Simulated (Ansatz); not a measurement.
CH4ClFOTi, SMILES `[CH3][Ti]([OH])([F])[Cl]`. The species carries charge 0 and has multiplicity 1.

Cartesian coordinates in Å:
```
C -1.080 -0.455 -0.627
Ti 0.530 0.549 0.123
O 1.297 -0.573 1.241
F 1.534 0.937 -1.261
Cl -0.275 2.346 1.113
H -1.745 -0.736 0.195
H -1.608 0.196 -1.330
H -0.728 -1.354 -1.142
H 2.074 -0.908 1.686
```

(1) List the harmonic frequencies (cm⁻¹, unscaled) at PBE0-D4/def2-TZVP in Ansatz. (Estimate.)

(2) Is this a minimum?

(3) Give the ideal-gas thermochemistry at 298.15 K and 1 bar (rigid rotor, harmonic oscillator; point group C1, symmetry number 1).

(4) And at 400, 500, 600, 800 and 1000 K?

Answers

(1) Computed: 110, 123, 141, 151, 170, 179, 201, 312, 443, 547, 566, 588, 760, 834, 1159, 1406, 1407, 3033, 3137, 3142, 3960.

(2) Yes, all 21 modes are real.

(3) Zero-point energy 133.8 kJ/mol; H(298) − E = 159.1 kJ/mol; entropy 381.7 J/(mol·K), of which translation 170.0, rotation 116.0, vibration 95.7; G(298) − E = 45.3 kJ/mol.

(4) 
| T (K) | H − E (kJ/mol) | S (J/mol/K) | G − E (kJ/mol) |
| --- | --- | --- | --- |
| 400 | 172.3 | 419.7 | 4.5 |
| 500 | 186.4 | 451.1 | -39.1 |
| 600 | 201.3 | 478.2 | -85.6 |
| 800 | 232.9 | 523.6 | -185.9 |
| 1000 | 266.4 | 560.9 | -294.5 |
